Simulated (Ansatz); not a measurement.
Consider the formal exchange of groups at a C–Zn bond: `[F][Zn][CH]1CO1` + CH₃OH → `OCC1CO1` + `[F][ZnH]`.

Program: Ansatz. Geometries: PBE0-D4/def2-TZVP. ΔE: electronic, gas phase. CCSD(T)/CBS is the MP2 limit (def2-TZVPP, def2-QZVPP) plus CCSD(T) − MP2 in def2-TZVPP, frozen cores. This one scheme is used for every species. Functionals use def2-TZVPP. HSE06 is defined as in plane-wave codes. For Zn outer-core shells are correlated without core-valence functions, which leaves a few kJ/mol of doubt a bond. Scalar relativity is left out up to krypton. Each species was taken in one conformer, which may not be the lowest.

| level | ΔE (kJ/mol) | difference from CCSD(T)/CBS |
| --- | --- | --- |
| PBE-D4 | -17.5 | 2.5 |
| r2SCAN-D4 | -22.1 | -2.1 |
| B97M-V | -30.6 | -10.6 |
| HSE06-D4 | -22.8 | -2.8 |
| CAM-B3LYP-D4 | -25.9 | -5.9 |
| ωB97M-V | -25.9 | -5.9 |
| PBE | -15.3 | 4.7 |
| revPBE | -10.1 | 9.9 |
| r2SCAN | -21.4 | -1.4 |
| PBE0 | -21.4 | -1.4 |
| r2SCANh | -23.2 | -3.2 |
| HSE06 | -21.1 | -1.1 |
| CCSD(T)/def2-SVP | -30.3 | -10.3 |
| HF/def2-TZVPP | -33.1 | -13.1 |
| CCSD(T)/def2-TZVPP | -22.6 | -2.6 |
| MP2/CBS(def2) | -15.7 | 4.3 |
| CCSD(T)/CBS | -20.0 | 0 |

Largest T1 diagnostic among the species: 0.018.

From BLYP to BHLYP (50 % exact exchange), in def2-TZVPP and without D4, ΔE moves by −15.1 kJ/mol. At CCSD(T), def2-SVP lies −10.3 kJ/mol from the extrapolated value and def2-TZVPP −2.6 kJ/mol.
